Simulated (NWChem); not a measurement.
The numbers come from NWChem runs, not from measurements. System: H3Si2, charge 0, spin multiplicity 2, at a geometry optimised with UPBE0/def2-SVP. The structure started from a generated list of species. Its SCF solution wasn't tested for a lower state. Level: ROCCSD(T)/def2-TZVP, 10 core orbitals frozen.

Job file:

```
start mol
memory heap 100 mb stack 700 mb global 1900 mb
geometry units angstroms nocenter noautoz noautosym
  Si    -0.540541    -1.109861     0.030419
  Si     0.381591     0.975841    -0.032994
  H      0.849532    -1.705489    -0.215605
  H      1.804340     1.346504     0.263560
  H     -0.428558     2.235258    -0.011903
end
basis spherical
  * library def2-tzvp
end
scf
  rohf
  nopen 1
  maxiter 100
  thresh 1e-7
  semidirect memsize 60000000 filesize 0
  # guess.movecs holds the orbitals of an unrestricted PBE0 run
  vectors input guess.movecs output mol.movecs
end
tce
  freeze core 10
  ccsd(t)
  2eorb
  2emet 13
  thresh 1e-6
  maxiter 100
  tilesize 24
end
task tce energy
```

Part of the output:

```
             Northwest Computational Chemistry Package (NWChem) 7.3.0
             --------------------------------------------------------

                                NWChem Input Module
                                -------------------

 Scaling coordinates for geometry "geometry" by  1.889725989
 (inverse scale =  0.529177249)

                             Geometry "geometry" -> ""
                             -------------------------

 Output coordinates in angstroms (scale by  1.889725989 to convert to a.u.)

  No.       Tag          Charge          X              Y              Z
 ---- ---------------- ---------- -------------- -------------- --------------
    1 Si                  14.0000    -0.54054100    -1.10986100     0.03041900
    2 Si                  14.0000     0.38159100     0.97584100    -0.03299400
    3 H                    1.0000     0.84953200    -1.70548900    -0.21560500
    4 H                    1.0000     1.80434000     1.34650400     0.26356000
    5 H                    1.0000    -0.42855800     2.23525800    -0.01190300

 Effective nuclear repulsion energy (a.u.)      67.8009874775

            Nuclear Dipole moment (a.u.)
            ----------------------------
        X                 Y               Z
 ---------------- ---------------- ----------------
     0.0000264562    -0.0000132281     0.0000037795


 Summary of "ao basis" -> "" (spherical)
 ------------------------------------------------------------------------------
       Tag                 Description            Shells   Functions and Types
 ---------------- ------------------------------  ------  ---------------------
 *                         def2-tzvp                  on all atoms

 Summary of "ao basis" -> "ao basis" (spherical)
 ------------------------------------------------------------------------------
       Tag                 Description            Shells   Functions and Types
 ---------------- ------------------------------  ------  ---------------------
 Si                        def2-tzvp                13       37   5s5p2d1f
 H                         def2-tzvp                 4        6   3s1p

                                 NWChem SCF Module
                                 -----------------

  ao basis        = "ao basis"
  functions       =    92
  atoms           =     5
  closed shells   =    15
  open shells     =     1
  charge          =   0.00
  wavefunction    = ROHF
  use symmetry    = F
  symmetry adapt  = F

 Summary of "ao basis" -> "ao basis" (spherical)
 ------------------------------------------------------------------------------
       Tag                 Description            Shells   Functions and Types
 ---------------- ------------------------------  ------  ---------------------
 Si                        def2-tzvp                13       37   5s5p2d1f
 H                         def2-tzvp                 4        6   3s1p

 Forming initial guess at       0.1s

 Starting SCF solution at       0.1s

 ----------------------------------------------
         Quadratically convergent ROHF

 Convergence threshold     :          1.000E-07
 Maximum no. of iterations :          100
 Final Fock-matrix accuracy:          1.000E-09
 ----------------------------------------------

              iter       energy          gnorm     gmax       time
             ----- ------------------- --------- --------- --------
                 1     -579.5009777830  9.01D-01  3.55D-01      1.3
                 2     -579.5248504251  1.25D-01  2.08D-02      1.5
                 3     -579.5282106718  9.58D-03  3.53D-03      2.2
                 4     -579.5283753230  7.73D-04  2.89D-04      3.7
                 5     -579.5283758948  2.13D-06  1.13D-06      5.8
                 6     -579.5283758948  5.68D-09  2.13D-09      7.5

       Final ROHF results
       ------------------

         Total SCF energy =   -579.528375894804
      One-electron energy =   -938.540132116778
      Two-electron energy =    291.210768744500
 Nuclear repulsion energy =     67.800987477474

        Time for solution =      7.4s

             Final eigenvalues
             -----------------

              1
    1  -68.7943
    2  -68.7861
    3   -6.1447
    4   -6.1335
    5   -4.2504
    6   -4.2488
    7   -4.2485
    8   -4.2359
    9   -4.2353
   10   -4.2347
   11   -0.7290
   12   -0.6186
   13   -0.4979
   14   -0.4200
   15   -0.3294
   16   -0.1509
   17    0.0424
   18    0.1100
   19    0.1379
   20    0.1653
   21    0.1885
   22    0.2410
   23    0.2449
   24    0.2598
   25    0.2634
   26    0.2964

                       ROHF Final Molecular Orbital Analysis
                       -------------------------------------

 Vector   14  Occ=2.000000D+00  E=-4.200050D-01
              MO Center=  7.4D-02, -3.9D-01, -5.2D-02, r^2= 3.3D+00
   Bfn.  Coefficient  Atom+Function         Bfn.  Coefficient  Atom+Function
  ----- ------------  ---------------      ----- ------------  ---------------
    16      0.252573  1 Si py                53     -0.238890  2 Si py
    76     -0.215973  3 H  s                 77     -0.182963  3 H  s
    15     -0.151716  1 Si px

 Vector   15  Occ=2.000000D+00  E=-3.294325D-01
              MO Center= -6.0D-01, -9.6D-01,  4.4D-02, r^2= 3.1D+00
   Bfn.  Coefficient  Atom+Function         Bfn.  Coefficient  Atom+Function
  ----- ------------  ---------------      ----- ------------  ---------------
     5      0.380361  1 Si s                  4      0.351053  1 Si s
    15     -0.307937  1 Si px                18     -0.224156  1 Si px
     3     -0.201744  1 Si s                 53      0.171875  2 Si py
    16     -0.162208  1 Si py                41     -0.154521  2 Si s

 Vector   16  Occ=1.000000D+00  E=-1.509200D-01
              MO Center=  8.9D-02,  3.1D-01, -1.0D-01, r^2= 3.1D+00
   Bfn.  Coefficient  Atom+Function         Bfn.  Coefficient  Atom+Function
  ----- ------------  ---------------      ----- ------------  ---------------
    54      0.402818  2 Si pz                57      0.331094  2 Si pz
    17      0.226508  1 Si pz                20      0.168142  1 Si pz

 Vector   17  Occ=0.000000D+00  E= 4.235192D-02
              MO Center= -2.0D-01, -4.3D-01, -2.4D-02, r^2= 5.4D+00
   Bfn.  Coefficient  Atom+Function         Bfn.  Coefficient  Atom+Function
  ----- ------------  ---------------      ----- ------------  ---------------
    20      0.728330  1 Si pz                57     -0.557500  2 Si pz
    42      0.250787  2 Si s                 17      0.240341  1 Si pz
    54     -0.173478  2 Si pz

 Vector   18  Occ=0.000000D+00  E= 1.099609D-01
              MO Center= -1.8D-01, -4.3D-01, -2.0D-02, r^2= 8.5D+00
   Bfn.  Coefficient  Atom+Function         Bfn.  Coefficient  Atom+Function
  ----- ------------  ---------------      ----- ------------  ---------------
    42      2.536749  2 Si s                 19     -1.665944  1 Si py
     5     -1.535161  1 Si s                 56     -1.104462  2 Si py
    83     -0.574596  4 H  s                 77     -0.478540  3 H  s
    16     -0.359700  1 Si py                55     -0.292256  2 Si px
    57      0.260280  2 Si pz                18     -0.240661  1 Si px

 Vector   19  Occ=0.000000D+00  E= 1.379384D-01
              MO Center= -3.3D-01,  1.4D-01,  2.7D-02, r^2= 8.2D+00
   Bfn.  Coefficient  Atom+Function         Bfn.  Coefficient  Atom+Function
  ----- ------------  ---------------      ----- ------------  ---------------
     5      2.910633  1 Si s                 56      1.776468  2 Si py
    77     -1.416539  3 H  s                 18      1.389245  1 Si px
    42     -1.168991  2 Si s                 55      1.016135  2 Si px
    83     -0.874184  4 H  s                 19      0.674583  1 Si py
    89     -0.333532  5 H  s                 20     -0.316451  1 Si pz

 center of mass
 --------------
 x =  -0.07062620 y =  -0.05954967 z =  -0.00114409

 moments of inertia (a.u.)
 ------------------
         253.588976463298         -96.973550407861           1.834703049954
         -96.973550407861          59.039357766873           4.088813011094
           1.834703049954           4.088813011094         311.390452258117

  Mulliken analysis of the total density
  --------------------------------------

    Atom       Charge   Shell Charges
 -----------   ------   -------------------------------------------------------
    1 Si  14    14.02   2.00  0.59  1.38  1.02  0.73  4.11  1.74  0.43  1.22  0.62  0.06  0.12  0.01
    2 Si  14    13.89   2.00  0.59  1.39  0.89  0.50  4.12  1.73  0.49  1.43  0.53  0.08  0.14  0.01
    3 H    1     1.05   0.23  0.55  0.25  0.01
    4 H    1     1.02   0.23  0.55  0.23  0.01
    5 H    1     1.02   0.23  0.55  0.23  0.01

 Mulliken analysis of the open-shell density
 -------------------------------------------

    Atom       Charge   Shell Charges
 -----------   ------   -------------------------------------------------------
    1 Si  14     0.31   0.00  0.00 -0.00  0.00  0.00  0.00 -0.00  0.02  0.14  0.12  0.01  0.03  0.00
    2 Si  14     0.69   0.00  0.00 -0.00  0.00  0.00  0.01 -0.01  0.06  0.33  0.27  0.00  0.02  0.00
    3 H    1     0.00   0.00  0.00 -0.00  0.00
    4 H    1     0.00   0.00 -0.00 -0.00  0.00
    5 H    1     0.00   0.00  0.00  0.00  0.00

       Multipole analysis of the density wrt the origin
       ------------------------------------------------

     L   x y z        total         open         nuclear
     -   - - -        -----         ----         -------
     0   0 0 0     -0.000000     -1.000000     31.000000

     1   1 0 0      0.262035     -0.168905      0.000026
     1   0 1 0      0.375484     -0.579551     -0.000013
     1   0 0 1     -0.015200      0.196648      0.000004

     2   2 0 0    -24.103996     -2.298325     36.746813
     2   1 1 0     -0.579057     -0.900466     48.691144
     2   1 0 1      0.175197      0.045566     -0.389144
     2   0 2 0    -23.084962     -3.937987    143.895834
     2   0 1 1     -0.308712      0.298299     -0.812126
     2   0 0 2    -20.652639     -5.413788      0.515254

                   NWChem Extensible Many-Electron Theory Module
                   ---------------------------------------------


            General Information
            -------------------
      Number of processors :     1
         Wavefunction type : Restricted open-shell Hartree-Fock
          No. of electrons :    31
           Alpha electrons :    16
            Beta electrons :    15
           No. of orbitals :   184
            Alpha orbitals :    92
             Beta orbitals :    92
        Alpha frozen cores :    10
         Beta frozen cores :    10
     Alpha frozen virtuals :     0
      Beta frozen virtuals :     0
         Spin multiplicity : doublet
    Number of AO functions :    92
       Number of AO shells :    38
        Use of symmetry is : off
      Symmetry adaption is : off
         Schwarz screening : 0.10D-09

          Correlation Information
          -----------------------
          Calculation type : Coupled-cluster singles & doubles w/ perturbation
   Perturbative correction : (T)
            Max iterations :      100
        Residual threshold : 0.10D-05
     T(0) DIIS level shift : 0.00D+00
     L(0) DIIS level shift : 0.00D+00
     T(1) DIIS level shift : 0.00D+00
     L(1) DIIS level shift : 0.00D+00
     T(R) DIIS level shift : 0.00D+00
     T(I) DIIS level shift : 0.00D+00
   CC-T/L Amplitude update :  5-th order DIIS
                I/O scheme : Global Array Library
        L-threshold :  0.10D-05
        EOM-threshold :  0.10D-05
 no EOMCCSD initial starts read in
 TCE RESTART OPTIONS
 SLICE:      F
 D4D5:       F
 quantumc:   F
 qrotation:  F
 pwtce:      F
 qducc:      F
 nacto:                         0
 nrotv:                         0
 nrot:                          0

            Memory Information
            ------------------
          Available GA space size is     249019872 doubles
          Available MA space size is     104852220 doubles

 Maximum block size supplied by input
 Maximum block size        24 doubles

 tile_dim =     19

 -------------------------------------------------

 Global array virtual files algorithm will be used

 Parallel file system coherency ......... OK

 4-electron integrals stored in orbital form

 v2    file size   =          9063407
 4-index algorithm nr.  13 is used
 imaxsize =       30
 imaxsize ichop =        0


CCSD iterations
 ---------------------------------------------------------
 Iter          Residuum       Correlation     Cpu    Wall
 ---------------------------------------------------------
    1   0.1294939027889  -0.2099458332154     1.7     1.7
    2   0.0399033873709  -0.2378022616116     1.7     1.7
    3   0.0161739640918  -0.2446808641211     1.7     1.7
    4   0.0075291727871  -0.2469210846380     1.7     1.7
    5   0.0049604284876  -0.2477575412335     1.7     1.7
    6   0.0029998838302  -0.2483768431066     1.7     1.7
    7   0.0027525382485  -0.2484786975521     1.7     1.7
    8   0.0019586822603  -0.2485188650571     1.7     1.7
    9   0.0019872700417  -0.2485429262718     1.7     1.7
   10   0.0015078249348  -0.2485765323336     1.7     1.7
   11   0.0004955460060  -0.2487366868621     1.7     1.7
   12   0.0003458012756  -0.2487464305645     1.7     1.7
   13   0.0002074375278  -0.2487473261196     1.7     1.7
   14   0.0002045376278  -0.2487451543561     1.7     1.7
   15   0.0001177657366  -0.2487458161862     1.7     1.7
   16   0.0000620046395  -0.2487429239995     1.7     1.7
   17   0.0000785958555  -0.2487444205627     1.7     1.7
   18   0.0000407369966  -0.2487465434093     1.7     1.7
   19   0.0000539187395  -0.2487468877746     1.7     1.7
   20   0.0000308990219  -0.2487479901878     1.7     1.7
   21   0.0000132129813  -0.2487511697460     1.7     1.7
   22   0.0000079984894  -0.2487514303713     1.7     1.7
   23   0.0000055177037  -0.2487514247605     1.7     1.7
   24   0.0000046815200  -0.2487513886171     1.7     1.7
   25   0.0000033346493  -0.2487513962034     1.7     1.7
   26   0.0000018109692  -0.2487513567268     1.7     1.7
   27   0.0000020682863  -0.2487514132982     1.6     1.6
   28   0.0000011168220  -0.2487514820344     1.7     1.7
   29   0.0000014075588  -0.2487514950033     1.8     1.8
   30   0.0000008342202  -0.2487515284913     1.7     1.7
 -----------------------------------------------------------------
 Iterations converged
 CCSD correlation energy / hartree =        -0.248751528491298
 CCSD total energy / hartree       =      -579.777127423295610

 Singles contributions
    16a   (beta ) ---    15a   (beta )        0.1101394950

 Doubles contributions
 CCSD(T)
 Using plain CCSD(T) code
             total no. of tasks          385
 total no. of tasks / no. procs          385
                         wl_min          125           2.2
                         wl_max       857375           9.7
        thresh for no. of tasks          385

 CCSD[T]  correction energy / hartree =        -0.011126830259745
 CCSD[T] correlation energy / hartree =        -0.259878358751043
 CCSD[T] total energy / hartree       =      -579.788254253555351
 CCSD(T)  correction energy / hartree =        -0.010826448803996
 CCSD(T) correlation energy / hartree =        -0.259577977295293
 CCSD(T) total energy / hartree       =      -579.787953872099592

 Task  times  cpu:      117.3s     wall:      117.3s

 Total times  cpu:      117.4s     wall:      117.4s
```
